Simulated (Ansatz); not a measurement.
Relaxation of CH7ClGeO (11 atoms, charge 0, multiplicity 1), to a largest force component of 0.03 eV/Å in at most 50 steps.

The calculation used UKS PBE-D4/def2-SVP in Ansatz.

```xyz
11
Properties=species:S:1:pos:R:3
Ge -0.795 0.404 1.816
O 1.225 -0.143 -0.549
C 0.553 -0.729 -1.646
H -1.812 0.724 2.942
H -1.364 -0.662 0.852
H 0.593 0.055 2.388
H 1.120 0.821 -0.632
Cl -0.615 2.296 0.679
H 0.551 -1.827 -1.489
H -0.511 -0.405 -1.738
H 1.056 -0.533 -2.623
```

Task: Where does it end, and by what steps?

Result: The run converged. The force dipped under the threshold on the way, but the program's further checks kept it going. After 9 steps the energy has fallen by 0.025 eV; Cl8 moved furthest, 0.23 Å.

| step | energy less start (eV) | largest force component (eV/Å) | accepted |
| --- | --- | --- | --- |
| 0 | 0.0000 | 0.192 | yes |
| 1 | -0.0054 | 0.180 | yes |
| 2 | -0.0146 | 0.183 | yes |
| 3 | -0.0208 | 0.049 | yes |
| 4 | -0.0218 | 0.024 | yes |
| 5 | -0.0233 | 0.090 | yes |
| 6 | -0.0238 | 0.067 | yes |
| 7 | -0.0243 | 0.031 | yes |
| 8 | -0.0225 | 0.145 | no |
| 9 | -0.0246 | 0.005 | yes |

```xyz
11
Properties=species:S:1:pos:R:3
Ge -0.771 0.389 1.772
O 1.218 -0.207 -0.489
C 0.533 -0.699 -1.625
H -1.796 0.828 2.850
H -1.349 -0.740 0.893
H 0.602 0.075 2.398
H 1.072 0.761 -0.464
Cl -0.542 2.179 0.496
H 0.607 -1.806 -1.612
H -0.551 -0.432 -1.632
H 0.977 -0.346 -2.586
```

Whether the end is a true minimum wasn't checked by a vibrational analysis.

Run time: 36 s on 4 threads of Arm Neoverse N1, on a shared host, peak memory 0.2 GiB.
